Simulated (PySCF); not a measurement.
**Barium: a sound run and one with changed settings**

Sound run: Ba [Xe] 6s2, Ba⁺ [Xe] 6s1. Computed with PySCF 2.14 in cc-pVDZ-X2C (7s6p4d, 45 functions), with scalar relativity by spin-free X2C-1e. The sound run starts from symmetry-adapted Hartree-Fock orbitals and uses a fine grid where one is needed.

Changed run: initial guess minao, at most 2 SCF cycles. This setting is unsound on purpose.

```
species  method  sound run (hartree)  changed run (hartree)  converged
     Ba     UHF          -8131.63537            -8131.63536         no
     Ba     LDA          -8127.70741            -8127.70738         no
     Ba    PBE0          -8134.39363            -8134.39362         no
    Ba⁺     UHF          -8131.47815            -8131.47719         no
    Ba⁺     LDA          -8127.50828            -8127.50825         no
    Ba⁺    PBE0          -8134.20408            -8134.20396         no
```

The SCF was stopped early; the energies are upper bounds that still move, and correlated levels were skipped or rest on poor orbitals.
